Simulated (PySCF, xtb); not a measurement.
diindium oxide (In₂O), SMILES [In][O][In] (connectivity only; charge and spin as stated), neutral, multiplicity 1.

Harmonic wavenumbers (cm⁻¹) from GFN2-xTB (xtb) at its own minimum, in rising order: 108, 108, 161, 532.

Problem. What does PySCF with B3LYP-D3(BJ)/def2-TZVP give at its own minimum? (The exact figures need the calculation; the answer reports its results.)

Solution. 57, 57, 204, 734. Paired by order, the mean absolute difference is 87 cm⁻¹ and the zero-point energies are 1.3 and 1.5 kcal/mol.
